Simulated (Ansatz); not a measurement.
The cluster SnF₂⁺. Charge 1, multiplicity 2. Geometry PBE-D4/def2-TZVP, that of the neutral singlet; atoms count from 1.

```xyz
3

Sn    0.293   -0.234   -0.783
F     0.190    1.513    0.101
F    -0.484   -1.279    0.683
```

In the def2 sets Sn takes a core potential; there is no spin–orbit coupling. The structure comes from a short search, and lower isomers may exist.

**Question.** Estimate the Mulliken populations from the PBE0/def2-TZVP orbitals of Ansatz.

**Answer.** 
| atom | charge (e) | spin (α − β) |
| --- | --- | --- |
| Sn1 | 1.55 | 0.50 |
| F2 | -0.28 | 0.25 |
| F3 | -0.28 | 0.25 |
Mulliken values depend strongly on the basis.

**Question.** Where does the spin sit?

**Answer.** Summed by element: Sn 0.50, F 0.50, of 1 unpaired in all. Largest on single atoms: Sn1 0.50, F2 0.25, F3 0.25.

**Question.** And the Mayer bond orders between heavy atoms (over 0.3)?

**Answer.** Sn1–F2 0.99 (1.96 Å); Sn1–F3 0.99 (1.96 Å).
